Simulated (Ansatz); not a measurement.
Telling isomers of CH8BNO apart by their spectra

These gas-phase data were calculated for one isomer of CH8BNO at B3LYP-D3(BJ)/def2-SVP (harmonic, unscaled wavenumbers; equilibrium rotational constants with average atomic masses):

* rotational constants: 13.58, 4.857, 4.106 GHz
* all wavenumbers above 1500 cm⁻¹: 3898, 3544, 3472, 3167, 3142, 3049, 2428, 2384, 1613

Candidates:

(1) `C[B@H-]([NH3+])O`, a singlet
(2) `C[NH2+][BH2-]O`, a singlet

Question: Which structure fits?

Answer: Candidate (2). 2 modes lie between 3250 and 3800 cm⁻¹, one for each N–H bond, while (1) has 3.

The same quantities for all candidates:

|  | rotational constants (GHz) | wavenumbers above 1500 cm⁻¹ | E above the lowest, B3LYP-D3(BJ)/def2-SVP (kcal/mol) |
| --- | --- | --- | --- |
| (1) | 7.675, 6.959, 4.191 | 3860, 3578, 3560, 3438, 3083, 3050, 2976, 2403, 1619, 1606 | 0.0 |
| (2) | 13.58, 4.857, 4.106 | 3898, 3544, 3472, 3167, 3142, 3049, 2428, 2384, 1613 | 12.2 |

Each candidate is one conformer. Programs: Ansatz 0.2.0.
